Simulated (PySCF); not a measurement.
CH7AlGe, SMILES [CH3][AlH][GeH3].

Geometry optimised at PBE-D3(BJ)/def2-SVP. The structure was generated by enumeration; whether it is a known compound was not checked.

Calculation: PBE/def2-TZVPD run with PySCF.

Isolated molecule, no solvent.

Computed frontier levels, gap, dipole moment and polarisability:
highest occupied level: -6.32 eV
lowest empty level: -2.48 eV
orbital gap: 3.84 eV
dipole moment: 1.24 D
quadrupole, principal values (traceless, Buckingham form, about the centre of nuclear charge): -4.60, -1.02, 5.62 D·Å
mean static polarisability: 85.5 bohr³ (12.66 Å³)
polarisability, principal values: 69.0, 80.6, 106.8 bohr³
